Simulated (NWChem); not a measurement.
System: CCl, doublet; SMILES [C]Cl

Input file for NWChem:

```
start job
memory heap 200 mb stack 900 mb global 1100 mb
geometry units angstroms noautosym nocenter noautoz
  C      0.000000     0.000000    -1.203560
  Cl     0.000000     0.000000     0.443107
end
basis spherical
  C library def2-tzvp
  Cl library def2-tzvp
end
dft
  odft
  mult 2
  xc xpbe96 cpbe96
  iterations 150
end
property
  hyperfine
end
task dft property
```

Parts of the log:

```
             Northwest Computational Chemistry Package (NWChem) 7.3.0
             --------------------------------------------------------

                             Geometry "geometry" -> ""
                             -------------------------

 Output coordinates in angstroms (scale by  1.889725989 to convert to a.u.)

  No.       Tag          Charge          X              Y              Z
 ---- ---------------- ---------- -------------- -------------- --------------
    1 C                    6.0000     0.00000000     0.00000000    -1.20356000
    2 Cl                  17.0000     0.00000000     0.00000000     0.44310700

 Effective nuclear repulsion energy (a.u.)      32.7789889504

  pbe96 is a nonlocal functional; adding pw91lda local functional.
                              NWChem Property Module
                              ----------------------

  itol2e modified to match energy
  convergence criterion.

                                 NWChem DFT Module
                                 -----------------

 Summary of "ao basis" -> "ao basis" (spherical)
 ------------------------------------------------------------------------------
       Tag                 Description            Shells   Functions and Types
 ---------------- ------------------------------  ------  ---------------------
 C                         def2-tzvp                11       31   5s3p2d1f
 Cl                        def2-tzvp                13       37   5s5p2d1f

  itol2e modified to match energy
  convergence criterion.

            General Information
            -------------------
          SCF calculation type: DFT
          Wavefunction type:  spin polarized.
          No. of atoms     :     2
          No. of electrons :    23
           Alpha electrons :    12
            Beta electrons :    11
          Charge           :     0
          Spin multiplicity:     2
          Use of symmetry is: off; symmetry adaption is: off
          Maximum number of iterations: 150
          AO basis - number of functions:    68
                     number of shells:    24
          Convergence on energy requested:  1.00D-07
          Convergence on density requested:  1.00D-05
          Convergence on gradient requested:  5.00D-04

              XC Information
              --------------
          PerdewBurkeErnzerhof Exchange Functional  1.000
            Perdew 1991 LDA Correlation Functional  1.000 local
           PerdewBurkeErnz. Correlation Functional  1.000 non-local

             Grid Information
             ----------------
          Grid used for XC integration:  fine
          Radial quadrature: Mura-Knowles
          Angular quadrature: Lebedev.
          Tag              B.-S. Rad. Rad. Pts. Rad. Cut. Ang. Pts.
          ---              ---------- --------- --------- ---------
          C                   0.70       70           7.0       590
          Cl                  1.00      123           8.0       770
          Grid pruning is: on
          Number of quadrature shells:   193
          Spatial weights used:  Erf1

      Superposition of Atomic Density Guess
      -------------------------------------

 Sum of atomic energies:        -497.14901680

      Non-variational initial energy
      ------------------------------

 Total energy =    -497.329142
 1-e energy   =    -750.549219
 2-e energy   =     220.441088
 HOMO         =      -0.062492
 LUMO         =      -0.062492

   convergence    iter        energy       DeltaE   RMS-Dens  Diis-err
 ---------------- ----- ----------------- --------- --------- ---------
 d= 0,ls=0.0,diis     1   -497.8785870656 -5.31D+02  6.84D-03  2.37D-01
                                                     5.06D-03  2.12D-01
 d= 0,ls=0.5,diis     2   -497.7280753096  1.51D-01  2.84D-03  3.70D-01
                                                     2.82D-03  3.79D-01
 d= 0,ls=0.5,diis     3   -497.9093714899 -1.81D-01  1.29D-03  2.23D-02
                                                     1.29D-03  2.46D-02
 d= 0,ls=0.5,diis     4   -497.9258624291 -1.65D-02  4.33D-04  2.80D-03
                                                     4.65D-04  3.61D-03
 d= 0,ls=0.5,diis     5   -497.9283002095 -2.44D-03  1.92D-04  2.67D-04
                                                     2.02D-04  4.19D-04
  Resetting Diis
 d= 0,ls=0.5,diis     6   -497.9287857229 -4.86D-04  1.18D-04  9.41D-05
                                                     1.19D-04  1.50D-04
 d= 0,ls=0.5,diis     7   -497.9289382261 -1.53D-04  9.45D-05  5.91D-05
                                                     1.10D-04  9.10D-05
 d= 0,ls=0.5,diis     8   -497.9290207178 -8.25D-05  5.35D-05  5.98D-05
                                                     5.48D-05  4.35D-05
 d= 0,ls=0.5,diis     9   -497.9290513976 -3.07D-05  4.07D-05  2.18D-05
                                                     3.67D-05  1.43D-05
 d= 0,ls=0.5,diis    10   -497.9290651631 -1.38D-05  2.29D-05  3.51D-06
                                                     2.13D-05  2.46D-06
 d= 0,ls=0.5,diis    11   -497.9290683722 -3.21D-06  1.16D-05  4.22D-07
                                                     1.19D-05  5.73D-07
 d= 0,ls=0.5,diis    12   -497.9290692818 -9.10D-07  6.24D-06  1.66D-07
                                                     7.49D-06  3.56D-07
 d= 0,ls=0.5,diis    13   -497.9290696535 -3.72D-07  3.57D-06  1.15D-07
                                                     4.76D-06  2.17D-07
 d= 0,ls=0.5,diis    14   -497.9290698235 -1.70D-07  2.11D-06  7.23D-08
                                                     3.14D-06  1.21D-07
 d= 0,ls=0.5,diis    15   -497.9290699050 -8.14D-08  1.26D-06  4.19D-08
                                                     2.00D-06  6.29D-08

         Total DFT energy =     -497.929069943291
      One electron energy =     -750.496994285781
           Coulomb energy =      253.072299959167
    Exchange-Corr. energy =      -33.283364567065
 Nuclear repulsion energy =       32.778988950388

 Numeric. integr. density =       22.999999990493

                    DFT Final Alpha Molecular Orbital Analysis
                    ------------------------------------------

 Vector   10  Occ=1.000000D+00  E=-3.734339D-01
              MO Center=  1.0D-09,  8.8D-10,  1.1D-01, r^2= 1.4D+00
   Bfn.  Coefficient  Atom+Function         Bfn.  Coefficient  Atom+Function
  ----- ------------  ---------------      ----- ------------  ---------------
    46      0.377759  2 Cl px                47      0.323976  2 Cl py
    49      0.200235  2 Cl px                43      0.178007  2 Cl px
    50      0.171727  2 Cl py                44      0.152664  2 Cl py
    37     -0.146555  2 Cl px                 6      0.139796  1 C  px
    38     -0.125690  2 Cl py                 9      0.121738  1 C  px

[...]

          ----------------------
          Hyperfine Interactions
          ----------------------

 Total Spin Density (Fermi Contact Term)
 ------------------ --------------------
     Atom            x         y         z       Density (a.u.)      Aiso(MHz)     Aiso(Gauss)
     1  13-C      0.00000   0.00000  -2.27440       0.020303         22.823969       8.144146
     2  35-Cl     0.00000   0.00000   0.83735       0.004082          1.789800       0.638644

           -------------------------------------------
           Anisotropic Interaction (Spin-Dipolar Term)
           -------------------------------------------

 ------------------------------------------------------------
     Atom            x         y         z
 ------------------------------------------------------------
     1  13-C      0.00000   0.00000  -2.27440

   Spin-Dipolar term (a.u.)
        xx             yy             zz             xy             xz             yz
 ------------------------------------------------------------------------------------------
       0.458813       0.176932      -0.635745       0.914080       0.000000       0.000000

   Principal Comp. of -hf- tensor (au)            Anisotropic -hfcc- (MHz)               Anisotropic -hfcc- (Gauss)
 --------------------------------------------------------------------------------------------------------------------------
      1.242754    -0.607010    -0.635745     166.765766   -81.454886   -85.310880      59.506072   -29.065080   -30.440992

   Orientation of the principal axis of Hyperfine Tensor w.r.t absolute (molecular) frame
 --------------------------------------------------------------------------------------------------------------------------
      0.759074    -0.651004     0.000000
      0.651004     0.759074    -0.000000
      0.000000     0.000000     1.000000

 ------------------------------------------------------------
     Atom            x         y         z
 ------------------------------------------------------------
     2  35-Cl     0.00000   0.00000   0.83735

   Spin-Dipolar term (a.u.)
        xx             yy             zz             xy             xz             yz
 ------------------------------------------------------------------------------------------
       0.356771       0.102069      -0.458840       0.825940       0.000000       0.000000

   Principal Comp. of -hf- tensor (au)            Anisotropic -hfcc- (MHz)               Anisotropic -hfcc- (Gauss)
 --------------------------------------------------------------------------------------------------------------------------
      1.065121    -0.606281    -0.458840      55.745895   -31.731309   -24.014586      19.891488   -11.322501    -8.568987

   Orientation of the principal axis of Hyperfine Tensor w.r.t absolute (molecular) frame
 --------------------------------------------------------------------------------------------------------------------------
      0.759074    -0.651004    -0.000000
      0.651004     0.759074    -0.000000
      0.000000    -0.000000     1.000000
```

Level: PBE/def2-TZVP, spin-unrestricted, contact and dipolar terms. The state is orbitally degenerate and is run as one real component. The geometry was optimised at PBE0/def2-SVP, spin-unrestricted. No stability test was run on the SCF state.
